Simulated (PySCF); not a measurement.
BeFHO, SMILES [OH][Be][F].

Coordinates come from a TPSSh-D3(BJ)/def2-TZVP optimisation. The values are those of a single conformer.

Computed with PySCF with PBE/def2-TZVPD.

Symmetry labels are those of the subgroup Cs that the program uses (full group Cs).

Problem. List the valence orbital energies around the gap with their symmetry. (Estimate from the structure and the level; the computed values follow.)

Solution. 
```
orbital  symmetry  energy (eV)
-------  --------  -----------
HOMO−7         A'       -28.59
HOMO−6         A'       -24.56
HOMO−5         A'       -12.74
HOMO−4         A'       -10.84
HOMO−3         A"        -9.66
HOMO−2         A'        -9.66
HOMO−1         A'        -8.34
HOMO           A"        -7.85
LUMO           A'        -1.34
LUMO+1         A'         0.17
LUMO+2         A'         0.22
LUMO+3         A"         0.31
```
